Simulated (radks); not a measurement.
The numbers below are computed, except where a source is named.
Pd, configuration [Kr] 4d10.

Level of theory: scalar-relativistic Kohn-Sham, r2SCAN, spin-polarised, spherical densities, finite nucleus; meta-GGA in the generalised Kohn-Sham scheme; Fermi nuclear charge, rms radius 4.5318 fm (a radial shooting solver on a logarithmic mesh with Libxc functionals).

Energy parts (hartree):
part                        energy
total                  -5046.49859
kinetic                 5234.50038
electron-nucleus      -12195.00057
Hartree                 2058.44931
exchange-correlation    -144.44771

Orbitals (lengths in bohr, moments of r in powers of bohr; <r^-3> diverges for s and p1/2):
| orbital | occ. | eigenvalue (hartree) | <r^-3> | <r^4> |
|---|---|---|---|---|
| 1s | 2 | -889.8475 | - | 4.893e-06 |
| 2s | 2 | -130.4113 | - | 0.0008752 |
| 2p | 6 | -116.8158 | 3505 | 0.0006285 |
| 3s | 2 | -23.71240 | - | 0.04122 |
| 3p | 6 | -19.20570 | 620.4 | 0.04449 |
| 3d | 10 | -12.06581 | 84.02 | 0.04392 |
| 4s | 2 | -3.21690 | - | 1.594 |
| 4p | 6 | -1.93308 | 96.68 | 2.550 |
| 4d | 10 | -0.14781 | 6.776 | 26.40 |

The highest occupied level is 4d at -4.022 eV. Summed over all electrons, <r^2> = 44.41 bohr^2, which gives a Langevin (diamagnetic) susceptibility term of -35.2 x 10^-6 cm^3/mol. The density falls to 0.001 e/bohr^3 at r = 4.05 bohr. For comparison, the ionisation energy in NIST's Atomic Spectra Database is 8.337 eV (measured). In exact Kohn-Sham theory the highest level is minus the ionisation energy, but local and semilocal functionals leave it too shallow, through self-interaction and a potential that decays too fast; potentials with the right tail come closer.
